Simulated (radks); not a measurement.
Results of a calculation; reference values are marked as such.
Coherent X-ray form factor from a spherical all-electron density. Level of theory: Dirac Kohn-Sham, BLYP, spin-unpolarised, spherical densities, finite nucleus; Fermi nuclear charge, rms radius of each element as measured or else 0.836 A^(1/3) + 0.57 fm (a radial shooting solver on a logarithmic mesh with Libxc functionals).

sin(theta)/lambda (1/angstrom),f0 (electrons)
0.05,35.434
0.1,33.890
0.15,31.744
0.2,29.403
0.25,27.162
0.3,25.162
0.4,21.919
0.5,19.360
0.6,17.134
0.8,13.262
1,10.284
1.25,7.901
1.5,6.577
2,5.200

The species is in the configuration that NIST lists as its ground one. Which atom or ion scatters so?

Answer. The rubidium ion Rb+, [Kr]. Extrapolating in s^2 from the first two rows gives f0(0) = 35.9, near the electron count 36; among species with that count, the fall with angle is slower the higher Z, and the table is that of Z = 37; from so few rows the species is fixed only to a neighbour or two.
